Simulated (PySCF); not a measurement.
Species: C9H16.
Atom-mapped SMILES: `[CH3:1][C@@H:2]1[CH2:3][CH2:4][C@H:5]2[CH2:6][CH2:7][CH2:8][C@@H:9]12` (hydrogens: H10, H11, H12 on C1; H13 on C2; H14, H15 on C3; H16, H17 on C4; H18 on C5; H19, H20 on C6; H21, H22 on C7; H23, H24 on C8; H25 on C9)

The same species was optimised twice, with GFN2-xTB and with PBE0-D3(BJ)/def2-SVP (PySCF), and the same property calculations (PySCF, gas phase) were run on both structures.

```json
{"coordinate": "C5–C9 (Å)", "GFN2-xTB": "1.551", "PBE0-D3(BJ)/def2-SVP": "1.562", "change": "+0.011"}
{"coordinate": "C1–C2 (Å)", "GFN2-xTB": "1.522", "PBE0-D3(BJ)/def2-SVP": "1.517", "change": "-0.005"}
{"coordinate": "C4–C5 (Å)", "GFN2-xTB": "1.535", "PBE0-D3(BJ)/def2-SVP": "1.539", "change": "+0.004"}
{"coordinate": "C5–C6 (Å)", "GFN2-xTB": "1.533", "PBE0-D3(BJ)/def2-SVP": "1.536", "change": "+0.003"}
{"coordinate": "C8–C9 (Å)", "GFN2-xTB": "1.532", "PBE0-D3(BJ)/def2-SVP": "1.535", "change": "+0.003"}
{"coordinate": "C2–C9 (Å)", "GFN2-xTB": "1.539", "PBE0-D3(BJ)/def2-SVP": "1.542", "change": "+0.003"}
{"coordinate": "C3–C4 (Å)", "GFN2-xTB": "1.525", "PBE0-D3(BJ)/def2-SVP": "1.523", "change": "-0.002"}
{"coordinate": "C7–C8 (Å)", "GFN2-xTB": "1.527", "PBE0-D3(BJ)/def2-SVP": "1.528", "change": "+0.001"}
{"coordinate": "C2–C3 (Å)", "GFN2-xTB": "1.529", "PBE0-D3(BJ)/def2-SVP": "1.528", "change": "-0.001"}
{"coordinate": "C6–C7 (Å)", "GFN2-xTB": "1.527", "PBE0-D3(BJ)/def2-SVP": "1.528", "change": "+0.001"}
{"coordinate": "C1–C2–C3 (°)", "GFN2-xTB": "113.8", "PBE0-D3(BJ)/def2-SVP": "115.4", "change": "+1.6"}
{"coordinate": "C4–C5–C6 (°)", "GFN2-xTB": "113.8", "PBE0-D3(BJ)/def2-SVP": "115.0", "change": "+1.2"}
{"coordinate": "C1–C2–C9 (°)", "GFN2-xTB": "113.2", "PBE0-D3(BJ)/def2-SVP": "114.1", "change": "+0.9"}
{"coordinate": "C2–C9–C8 (°)", "GFN2-xTB": "113.8", "PBE0-D3(BJ)/def2-SVP": "114.5", "change": "+0.7"}
{"coordinate": "C4–C5–C9 (°)", "GFN2-xTB": "105.6", "PBE0-D3(BJ)/def2-SVP": "105.2", "change": "-0.4"}
{"coordinate": "C6–C5–C9 (°)", "GFN2-xTB": "105.9", "PBE0-D3(BJ)/def2-SVP": "105.6", "change": "-0.3"}
{"coordinate": "C5–C9–C8 (°)", "GFN2-xTB": "105.9", "PBE0-D3(BJ)/def2-SVP": "105.7", "change": "-0.2"}
{"coordinate": "C3–C4–C5 (°)", "GFN2-xTB": "104.4", "PBE0-D3(BJ)/def2-SVP": "104.5", "change": "+0.1"}
```

Rotational constants: A = 2561, B = 1512, C = 1102 MHz (GFN2-xTB) against A = 2537, B = 1504, C = 1094 MHz (PBE0-D3(BJ)/def2-SVP). Point groups within 0.08 Å: C1 and C1.

On the GFN2-xTB structure: HOMO (eV) -8.43 [PBE0/pcSseg-1]; LUMO (eV) 1.41 [PBE0/pcSseg-1]; dipole (D) 0.03 [PBE0/pcSseg-1]; GIAO shielding of C1 (ppm) 164.8 [PBE0/pcSseg-1]; GIAO shielding of C2 (ppm) 139.8 [PBE0/pcSseg-1]; GIAO shielding of C3 (ppm) 146.9 [PBE0/pcSseg-1]; GIAO shielding of C4 (ppm) 148.4 [PBE0/pcSseg-1]; GIAO shielding of C5 (ppm) 140.2 [PBE0/pcSseg-1]; GIAO shielding of C6 (ppm) 150.2 [PBE0/pcSseg-1]; GIAO shielding of C7 (ppm) 160.5 [PBE0/pcSseg-1]; GIAO shielding of C8 (ppm) 151.8 [PBE0/pcSseg-1].

Q: What do these properties become on the PBE0-D3(BJ)/def2-SVP structure?

A: 
```json
{"property": "HOMO (eV)", "level": "PBE0/pcSseg-1", "on GFN2-xTB": "-8.43", "on PBE0-D3(BJ)/def2-SVP": "-8.41", "change": "+0.02"}
{"property": "LUMO (eV)", "level": "PBE0/pcSseg-1", "on GFN2-xTB": "1.41", "on PBE0-D3(BJ)/def2-SVP": "1.37", "change": "-0.04"}
{"property": "dipole (D)", "level": "PBE0/pcSseg-1", "on GFN2-xTB": "0.03", "on PBE0-D3(BJ)/def2-SVP": "0.03", "change": "0.00"}
{"property": "energy, GFN2-xTB geometry as zero (kcal/mol)", "level": "PBE0/pcSseg-1", "on GFN2-xTB": "0.0", "on PBE0-D3(BJ)/def2-SVP": "-0.7", "change": "-0.7"}
{"property": "GIAO shielding of C1 (ppm)", "level": "PBE0/pcSseg-1", "on GFN2-xTB": "164.8", "on PBE0-D3(BJ)/def2-SVP": "163.5", "change": "-1.3"}
{"property": "GIAO shielding of C2 (ppm)", "level": "PBE0/pcSseg-1", "on GFN2-xTB": "139.8", "on PBE0-D3(BJ)/def2-SVP": "139.6", "change": "-0.2"}
{"property": "GIAO shielding of C3 (ppm)", "level": "PBE0/pcSseg-1", "on GFN2-xTB": "146.9", "on PBE0-D3(BJ)/def2-SVP": "145.8", "change": "-1.1"}
{"property": "GIAO shielding of C4 (ppm)", "level": "PBE0/pcSseg-1", "on GFN2-xTB": "148.4", "on PBE0-D3(BJ)/def2-SVP": "147.6", "change": "-0.8"}
{"property": "GIAO shielding of C5 (ppm)", "level": "PBE0/pcSseg-1", "on GFN2-xTB": "140.2", "on PBE0-D3(BJ)/def2-SVP": "138.9", "change": "-1.3"}
{"property": "GIAO shielding of C6 (ppm)", "level": "PBE0/pcSseg-1", "on GFN2-xTB": "150.2", "on PBE0-D3(BJ)/def2-SVP": "149.3", "change": "-0.9"}
{"property": "GIAO shielding of C7 (ppm)", "level": "PBE0/pcSseg-1", "on GFN2-xTB": "160.5", "on PBE0-D3(BJ)/def2-SVP": "158.6", "change": "-1.9"}
{"property": "GIAO shielding of C8 (ppm)", "level": "PBE0/pcSseg-1", "on GFN2-xTB": "151.8", "on PBE0-D3(BJ)/def2-SVP": "150.8", "change": "-1.0"}
```

The heavy atoms differ by 0.017 Å rms after alignment. Among bonds between heavy atoms C5–C9 changes most (+0.011 Å). Changes are differences of the printed values. Neither structure is proved a minimum here.
